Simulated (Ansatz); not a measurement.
```yaml
crystal:
  periodic: [false, false, false]
  atoms:
    - {symbol: Si, position_ang: [1.014308, 1.319072, 0.615622]}
    - {symbol: H, position_ang: [1.188456, 1.282455, 2.113558]}
    - {symbol: H, position_ang: [2.359655, 1.420512, -0.061282]}
    - {symbol: C, position_ang: [0.010188, 2.857414, 0.156089]}
    - {symbol: H, position_ang: [0.547108, 3.781814, 0.456732]}
    - {symbol: H, position_ang: [-0.978621, 2.854915, 0.658841]}
    - {symbol: H, position_ang: [-0.163164, 2.905425, -0.938775]}
    - {symbol: N, position_ang: [0.301746, -0.211800, 0.151033]}
    - {symbol: C, position_ang: [-0.641011, -0.916594, 1.012212]}
    - {symbol: C, position_ang: [-2.118063, -0.591356, 0.750822]}
    - {symbol: C, position_ang: [0.459472, -0.727027, -1.206618]}
    - {symbol: C, position_ang: [1.340443, -1.978473, -1.292271]}
    - {symbol: H, position_ang: [-0.395411, -0.679571, 2.070308]}
    - {symbol: H, position_ang: [-0.484011, -2.015931, 0.912980]}
    - {symbol: H, position_ang: [-2.327380, 0.483136, 0.930589]}
    - {symbol: H, position_ang: [-2.406796, -0.817824, -0.296248]}
    - {symbol: H, position_ang: [-2.781005, -1.185229, 1.413895]}
    - {symbol: H, position_ang: [-0.537158, -0.938886, -1.663212]}
    - {symbol: H, position_ang: [0.902149, 0.070083, -1.842956]}
    - {symbol: H, position_ang: [2.361950, -1.762414, -0.919328]}
    - {symbol: H, position_ang: [0.928558, -2.809315, -0.683571]}
    - {symbol: H, position_ang: [1.418587, -2.340406, -2.338410]}
basis:
  gaussian: {orbitals: def2-SVP, fitting: {mean_field: def2-universal-jkfit}}
hamiltonian: {xc: {name: wB97X}}
scf: {omitted_lower_state_checks: [starts]}
output: {forces: true}
```

```sh
$ ansatz run in.yaml --threads 4 --pin off --events-out ev --progress --plain --max-ram 4787MiB
```

Output, abridged:

```
Functional definition: wB97X
850 factors; integrals over basis functions are off by at most 3.2e-1 eV
850 factors; integrals over basis functions are off by at most 3.2e-7 eV
mean field evaluation 1: about -14783.3311 eV, gradient 4.8e1 eV
mean field evaluation 2: about -14785.8156 eV, gradient 3.7e1 eV
mean field evaluation 4: about -14788.9484 eV, gradient 2.2e0 eV
mean field evaluation 8: about -14788.9565 eV, gradient 7.1e-2 eV
mean field evaluation 16: about -14788.9565 eV, gradient 3.6e-5 eV
mean field -14788.95651479 eV, -543.4841276037 hartree, gradient 3.6e-5 eV, S^2 0.000000; 0 other end points of the search recorded, 0 dependent functions left out
reference -14788.95647575 eV, -543.4841261689 hartree; 33, 33 occupied and 144, 144 virtual orbitals, 850 factors
Total energy: -14788.95647575 eV, -543.4841261689 hartree
Atom 0 at     1.014308     1.319072     0.615622 Å, force    -0.030287    -0.128589    -0.014965 eV/Å
Atom 1 at     1.188456     1.282455     2.113558 Å, force    -0.022745     0.020203    -0.221453 eV/Å
Atom 2 at     2.359655     1.420512    -0.061282 Å, force    -0.199808    -0.011381     0.103534 eV/Å
Atom 3 at     0.010188     2.857414     0.156089 Å, force    -0.010626     0.014760    -0.013068 eV/Å
Atom 4 at     0.547108     3.781814     0.456732 Å, force    -0.133260    -0.228970    -0.070082 eV/Å
Atom 5 at    -0.978621     2.854915     0.658841 Å, force     0.224973     0.010260    -0.116417 eV/Å
Atom 6 at    -0.163164     2.905425    -0.938775 Å, force     0.036883    -0.004995     0.254033 eV/Å
Atom 7 at     0.301746    -0.211800     0.151033 Å, force    -0.008205     0.135800    -0.009684 eV/Å
Atom 8 at    -0.641011    -0.916594     1.012212 Å, force     0.074367    -0.100229     0.047368 eV/Å
Atom 9 at    -2.118063    -0.591356     0.750822 Å, force    -0.087276     0.013103    -0.025594 eV/Å
Atom 10 at     0.459472    -0.727027    -1.206618 Å, force    -0.092384     0.047901    -0.050543 eV/Å
Atom 11 at     1.340443    -1.978473    -1.292271 Å, force     0.049821    -0.077968    -0.007382 eV/Å
Atom 12 at    -0.395411    -0.679571     2.070308 Å, force    -0.068972    -0.055369    -0.250850 eV/Å
Atom 13 at    -0.484011    -2.015931     0.912980 Å, force    -0.039965     0.280892     0.010835 eV/Å
Atom 14 at    -2.327380     0.483136     0.930589 Å, force     0.058159    -0.233557    -0.035956 eV/Å
Atom 15 at    -2.406796    -0.817824    -0.296248 Å, force     0.084270     0.051184     0.237077 eV/Å
Atom 16 at    -2.781005    -1.185229     1.413895 Å, force     0.177321     0.147472    -0.153069 eV/Å
Atom 17 at    -0.537158    -0.938886    -1.663212 Å, force     0.247967     0.041960     0.138534 eV/Å
Atom 18 at     0.902149     0.070083    -1.842956 Å, force    -0.088707    -0.194530     0.144051 eV/Å
Atom 19 at     2.361950    -1.762414    -0.919328 Å, force    -0.237726    -0.035406    -0.085210 eV/Å
Atom 20 at     0.928558    -2.809315    -0.683571 Å, force     0.085318     0.205397    -0.133585 eV/Å
Atom 21 at     1.418587    -2.340406    -2.338410 Å, force    -0.019119     0.102063     0.252425 eV/Å
Dipole moment:    -0.162749    -0.049744    -0.095104 e Å
Checks for a lower state left out: starts
```

Hardware: 4 threads of Intel Xeon on a shared host. Wall time 25 s.
